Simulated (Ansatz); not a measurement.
Reaction (cleavage of the Si–Ge bond): `N[SiH2][GeH2][OH]` + `[AlH2][SH]` → `N[SiH2][S][AlH2]` + `[OH][GeH3]`

Isolated molecules relaxed with PBE0-D4/def2-TZVP in Ansatz; ΔE leaves out vibrations. CCSD(T)/CBS adds triple-zeta CCSD(T) − MP2 to the extrapolated MP2 energy (def2 sets, frozen cores). This one scheme is used for every species. DFT in def2-TZVPP. For Ge outer-core shells are correlated without core-valence functions, which leaves a few kJ/mol of doubt a bond. Scalar relativity is left out up to krypton. One conformer a species, not always the lowest.

```
level  ΔE (kJ/mol)
 PBE0        -58.6
BHLYP        -60.8
```

What does CCSD(T)/CBS give? (Estimate.)

Computed: -63.0 kJ/mol. The listed levels differ from it by 4.4, 2.2 kJ/mol.

Largest T1 diagnostic among the species: 0.011.

From PBE to PBE0 (25 % exact exchange), in def2-TZVPP and without D4, ΔE moves by −4.1 kJ/mol. Leaving LDA and LC-ωPBE aside and taking each functional with its dispersion term where it has one, the values, not all of them listed here, spread over 10.7 kJ/mol, from B97M-V to BLYP-D4.

CCSD(T)/CBS has its own doubt, a few kJ/mol and more with outer-core shells, so smaller differences from it don't rank the levels.
